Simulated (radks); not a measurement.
Cl II, configuration [Ne] 3s2 3p3 4d1 (not the ground configuration). Calculated with a radial shooting solver on a logarithmic mesh with Libxc functionals: scalar-relativistic Kohn-Sham, PBEsol, spin-polarised, spherical densities, finite nucleus; open shells are filled with parallel spins first; Fermi nuclear charge, rms radius 3.3654 fm.

Unscreened Slater integrals over Kohn-Sham orbitals (cm^-1). They are taken over the spin-up orbitals.

F0(4d,4d): 28397
F2(4d,4d): 15360
F4(4d,4d): 10530
F0(4d,3p): 38272
F2(4d,3p): 6422.0
G1(4d,3p): 4448.0
G3(4d,3p): 2987.4
F0(4d,3s): 38682
G2(4d,3s): 3940.3
F0(4d,2p): 40951
F2(4d,2p): 2064.7
G1(4d,2p): 1260.2
G3(4d,2p): 709.40
F0(3p,3p): 124300
F2(3p,3p): 63222
F0(3p,3s): 130270
G1(3p,3s): 86964
F0(3p,2p): 168600
F2(3p,2p): 29954
G0(3p,2p): 12103
G2(3p,2p): 12144
F0(3s,3s): 137230
F0(3s,2p): 181980
G1(3s,2p): 14072
F0(2p,2p): 494940
F2(2p,2p): 229560

Derived for the open shells (J is the average intra-shell exchange parameter used in DFT+U). 3p: J = F2/5 = 12640 cm^-1. 4d: Racah B = F2/49 - 5 F4/441 = 194.1 cm^-1, C = 35 F4/441 = 835.7 cm^-1, C/B = 4.31, F4/F2 = 0.686, J = (F2 + F4)/14 = 1849 cm^-1.
